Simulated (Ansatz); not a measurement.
Start from `CSB(O)Cl` and change one atom or group to get `N[SiH2]B(O)Cl`.

Ansatz, PBE0-D4/def2-TZVP geometries, multiplicity 1. Each molecule was computed in one conformer, which needn't be the lowest.

| property | `CSB(O)Cl` |
| --- | --- |
| size of the dipole moment (B3LYP/def2-TZVPP) / D | 2.05 |
| size of the dipole moment (PBE/def2-TZVPP) / D | 2.07 |
| HOMO energy (ωB97M-V/def2-TZVPP) / eV | -9.47 |
| LUMO energy (B3LYP/def2-TZVPP) / eV | -0.11 |
| HOMO energy (B3LYP/def2-TZVPP) / eV | -7.07 |
| LUMO energy (PBE0/def2-TZVPP) / eV | 0.08 |

Give the same properties after the change, and the shifts. (Estimate.)

The calculation gave: 
```tsv
property	`N[SiH2]B(O)Cl`	shift
size of the dipole moment (B3LYP/def2-TZVPP) / D	1.50	-0.55
size of the dipole moment (PBE/def2-TZVPP) / D	1.50	-0.57
HOMO energy (ωB97M-V/def2-TZVPP) / eV	-9.37	0.10
LUMO energy (B3LYP/def2-TZVPP) / eV	-1.11	-1.00
HOMO energy (B3LYP/def2-TZVPP) / eV	-6.90	0.17
LUMO energy (PBE0/def2-TZVPP) / eV	-0.93	-1.01
```

With PBE0 the HOMO rises by 0.19 eV and the LUMO falls by 1.01 eV, so the gap narrows by about 1.20 eV. PBE moves the HOMO by 0.35 eV and ωB97M-V by 0.10 eV. Dipoles are sizes alone; their direction can turn.

B3LYP here is the variant with VWN-RPA as its local correlation; programs differ in this.
